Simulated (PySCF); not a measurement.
C4H8O, SMILES C(CC)(=O)C (connectivity only; charge and spin as stated), charge +1, multiplicity 2.

Geometry: B3LYP-D3(BJ)/def2-SVP. The spin state was assumed, not searched. Other conformers were not sampled.

Two levels are set side by side: PBE/def2-TZVP (PySCF) and ωB97X/def2-TZVP (PySCF). Same geometry, gas phase. Differences are taken from unrounded values.

```
quantity                      PBE
---------------------------  ----
α-spin orbital gap (eV)      5.11
β-spin orbital gap (eV)      1.50
mean polarisability (bohr³)  55.4
```

Problem. These are the PBE values. What does ωB97X give? (Estimate from the structure and the level; the computed values follow.)

Solution. 
| quantity | ωB97X | PBE minus ωB97X |
|---|---|---|
| α-spin orbital gap (eV) | 12.45 | -7.35 |
| β-spin orbital gap (eV) | 8.59 | -7.09 |
| mean polarisability (bohr³) | 49.3 | 6.1 |

PBE's more diffuse valence density responds more strongly to a field. Differences between two approximate levels are no errors against the true value.

Rough cost on one machine, each run with all the roots and properties that it gave: ωB97X against PBE within a factor of 2.
